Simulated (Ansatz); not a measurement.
Input and output for BCl2H3O4Si, SMILES `O[Si](O)(O)OB(Cl)Cl`.

```yaml
crystal:
  periodic: [false, false, false]
  atoms:
    - {symbol: O, position_ang: [0.519189, -0.368007, -2.162448]}
    - {symbol: Si, position_ang: [0.236598, -0.475687, -0.573334]}
    - {symbol: O, position_ang: [1.694061, -0.738424, 0.080045]}
    - {symbol: O, position_ang: [-0.892273, -1.580306, -0.176854]}
    - {symbol: O, position_ang: [-0.442900, 0.934798, -0.042910]}
    - {symbol: B, position_ang: [-0.576372, 1.567381, 1.115788]}
    - {symbol: Cl, position_ang: [0.189773, 0.961560, 2.595936]}
    - {symbol: Cl, position_ang: [-1.513205, 3.040706, 1.221488]}
    - {symbol: H, position_ang: [-0.233316, -0.264948, -2.745752]}
    - {symbol: H, position_ang: [1.763173, -0.630853, 1.031437]}
    - {symbol: H, position_ang: [-0.679330, -2.503120, -0.322795]}
basis:
  gaussian: {orbitals: def2-mTZVP, fitting: {mean_field: def2-universal-jkfit}}
hamiltonian: {xc: {name: PBEsol}, dispersion: d3bjatm}
output: {forces: true}
```

```sh
$ ansatz run in.yaml --threads 4 --pin off --events-out ev --progress --plain --max-ram 11315MiB
```

Output, abridged:

```
Functional definition: PBEsol
821 factors; integrals over basis functions are off by at most 8.8e-1 eV
mean field evaluation 1: about -41723.9175 eV, gradient 1.1e2 eV
mean field evaluation 2: about -41655.1252 eV, gradient 2.2e2 eV
mean field evaluation 4: about -41743.0076 eV, gradient 2.0e1 eV
mean field evaluation 8: about -41743.6961 eV, gradient 1.3e-1 eV
mean field evaluation 16: about -41743.6929 eV, gradient 8.9e-5 eV
mean field -41743.69285031 eV, -1534.0524173575 hartree, gradient 8.9e-5 eV, S^2 0.000000; 0 other end points of the search recorded, 0 dependent functions left out
reference -41743.69289641 eV, -1534.0524190518 hartree; 44, 44 occupied and 146, 146 virtual orbitals, 821 factors
Total energy: -41743.83348334 eV, -1534.0575855260 hartree
Atom 0 at     0.519189    -0.368007    -2.162448 Å, force     0.806521    -0.007122    -0.124532 eV/Å
Atom 1 at     0.236598    -0.475687    -0.573334 Å, force    -0.004618    -0.115978     0.058874 eV/Å
Atom 2 at     1.694061    -0.738424     0.080045 Å, force     0.555604    -0.167126    -0.606523 eV/Å
Atom 3 at    -0.892273    -1.580306    -0.176854 Å, force    -0.672411     0.391309     0.295747 eV/Å
Atom 4 at    -0.442900     0.934798    -0.042910 Å, force    -0.264813     0.315323    -0.190116 eV/Å
Atom 5 at    -0.576372     1.567381     1.115788 Å, force    -0.010944     0.051343     0.117434 eV/Å
Atom 6 at     0.189773     0.961560     2.595936 Å, force     0.147203    -0.117901     0.231526 eV/Å
Atom 7 at    -1.513205     3.040706     1.221488 Å, force    -0.159338     0.251188     0.013825 eV/Å
Atom 8 at    -0.233316    -0.264948    -2.745752 Å, force    -0.624233     0.070431    -0.479212 eV/Å
Atom 9 at     1.763173    -0.630853     1.031437 Å, force     0.047203     0.094570     0.805726 eV/Å
Atom 10 at    -0.679330    -2.503120    -0.322795 Å, force     0.179825    -0.766036    -0.122749 eV/Å
Dipole moment:    -0.109853    -0.406965    -0.146736 e Å
```

It took 2.5 s on 4 threads of an Arm Neoverse V1 on a shared host, with 0.6 GiB of host memory at the peak.
